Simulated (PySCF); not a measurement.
## Computed spin Hamiltonian

Compound: C₇H₈F (doublet state).
Geometry (GFN2-xTB, Å), atoms numbered from 1 in this order:
```xyz
16
C7H8F angstrom
F     -1.2641   -2.5276    0.4397
C     -0.6405   -1.2934    0.4203
C     -1.2841   -0.3575   -0.5269
C     -1.1698    1.0882   -0.2574
C      0.1618    1.5687    0.2529
C      1.3381    0.9370    0.2665
C      1.6281   -0.4274   -0.1195
C      0.7718   -1.4491   -0.0666
H     -0.6671   -0.9067    1.4493
H     -1.5820   -0.7313   -1.4889
H     -1.9159    1.3910    0.4969
H     -1.4093    1.6542   -1.1631
H      0.1388    2.6006    0.5817
H      2.2070    1.5083    0.5727
H      2.6424   -0.6123   -0.4472
H      1.0374   -2.4336   -0.4218
```

As a line formula: `F[C@@H]1[CH]CC=CC=C1` [radical].

Theory: UKS B3LYP, pcH-1 on C F H, non-relativistic, mean-field spin-orbit, GIAO (PySCF 2.14.0). One conformer (not necessarily the lowest) at the GFN2-xTB geometry, without solvent, vibrations or thermal averaging. A GFN2-xTB geometry isn't a minimum of the functional, and hyperfine couplings can be far from their values at a DFT geometry. No stability test was run, so a lower SCF solution isn't excluded.

- g1, g2, g3: 2.00181, 2.00239, 2.00287
- g_iso: 2.00236
- Form of g: rhombic: the two nearest values differ by 45 % of g3 − g1
- ⟨S²⟩: 0.7550 (exact 0.7500)
- α and β electrons: 30, 29
- HOMO–LUMO gap, α and β orbitals: 4.12, 4.97 eV
- Total energy: -371.32674 Eh
- Basis functions: 280

Isotropic coupling and dipolar principal values T1 to T3, in MHz; ρ(0) is the spin density at the nucleus:

```tsv
atom	isotope	a_iso	T1	T2	T3	Mulliken spin population	ρ(0) (bohr⁻³)
F1	19F	64.0	-28.1	-23.4	51.6	0.01	0.0152
C2	13C	-26.6	-2.7	-1.0	3.7	-0.05	-0.0237
C3	13C	94.4	-79.6	-79.2	158.8	0.99	0.0839
C4	13C	-34.5	-2.0	-0.2	2.2	-0.08	-0.0307
C5	13C	51.4	-6.0	-2.7	8.6	0.06	0.0457
C6	13C	-4.7	-3.0	0.8	2.2	-0.02	-0.0042
C7	13C	4.5	-5.7	-4.0	9.7	0.06	0.0040
C8	13C	56.8	-8.8	-2.4	11.3	0.00	0.0506
H9	1H	25.2	-5.6	-4.0	9.6	0.01	0.0056
H10	1H	-55.0	-37.8	-0.8	38.5	-0.04	-0.0123
H11	1H	152.7	-5.5	-3.7	9.3	0.06	0.0342
H12	1H	14.9	-4.8	-4.0	8.8	0.01	0.0033
H13	1H	2.5	-3.4	-1.8	5.2	0.00	0.0005
H14	1H	6.3	-1.5	-0.4	1.8	0.00	0.0014
H15	1H	-3.7	-3.4	-1.3	4.7	0.00	-0.0008
H16	1H	12.8	-3.6	-0.8	4.4	0.01	0.0029
```

The Mulliken spin populations are largest on C3 (+0.99), C4 (-0.08) and H11 (+0.06). C3 is the only atom above +0.15. The angles at C3 add up to 358.0°, so it is nearly planar; its axial dipolar tensor and the negative coupling of its proton fit spin in a p orbital normal to that plane.

Axes: g3 points within 9° of the C2–C3 bond.

Under fast tumbling the dipolar parts average out, and these isotropic splittings remain (the largest six): 1 × 1H (H11, I = 1/2, 2 lines) with 5.45 mT, 1 × 19F (F1, I = 1/2, 2 lines) with 2.28 mT, 1 × 1H (H10, I = 1/2, 2 lines) with 1.96 mT, 1 × 1H (H9, I = 1/2, 2 lines) with 0.90 mT, 1 × 1H (H12, I = 1/2, 2 lines) with 0.53 mT and 1 × 1H (H16, I = 1/2, 2 lines) with 0.46 mT.

The 13C coupling of C3 (94.4 MHz) shows only in satellite lines or after enrichment, since that isotope makes up about 1.07 % of natural carbon.

β density exceeds α density at some nuclei, such as C4 (-0.0307), C2 (-0.0237) and H10 (-0.0123), spin density in bohr⁻³. In a single determinant that takes different orbitals for the two spins, that is spin polarisation.

The run took 83 s wall (with the writing of density and orbital grids) on Arm Neoverse V1, one thread, on a shared host, and the process peaked at 0.97 GiB of memory.
